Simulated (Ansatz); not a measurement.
One change: `B[SiH2][AsH]C` becomes `C[AsH][SiH3]`.

Ansatz, PBE0-D4/def2-TZVP geometries, multiplicity 1. Each molecule was computed in one conformer, which needn't be the lowest.

Scalar relativity is left out up to krypton.

| property | `B[SiH2][AsH]C` |
| --- | --- |
| LUMO energy (B3LYP/def2-TZVPP) / eV | -2.64 |
| HOMO energy (ωB97M-V/def2-TZVPP) / eV | -9.05 |
| HOMO–LUMO gap (PBE0/def2-TZVPP) / eV | 4.56 |
| HOMO energy (B3LYP/def2-TZVPP) / eV | -6.83 |
| size of the dipole moment (PBE/def2-TZVPP) / D | 0.99 |
| LUMO energy (PBE0/def2-TZVPP) / eV | -2.46 |

Q: What does the change do to each property? (An estimate is asked.)

A: Computed: 
```json
{"property": "LUMO energy (B3LYP/def2-TZVPP) / eV", "`C[AsH][SiH3]`": "-0.13", "shift": "2.51"}
{"property": "HOMO energy (ωB97M-V/def2-TZVPP) / eV", "`C[AsH][SiH3]`": "-9.12", "shift": "-0.07"}
{"property": "HOMO–LUMO gap (PBE0/def2-TZVPP) / eV", "`C[AsH][SiH3]`": "7.13", "shift": "2.57"}
{"property": "HOMO energy (B3LYP/def2-TZVPP) / eV", "`C[AsH][SiH3]`": "-6.85", "shift": "-0.02"}
{"property": "size of the dipole moment (PBE/def2-TZVPP) / D", "`C[AsH][SiH3]`": "0.96", "shift": "-0.03"}
{"property": "LUMO energy (PBE0/def2-TZVPP) / eV", "`C[AsH][SiH3]`": "0.09", "shift": "2.55"}
```

Dipoles are sizes alone; their direction can turn.

B3LYP here is the variant with VWN-RPA as its local correlation; programs differ in this.
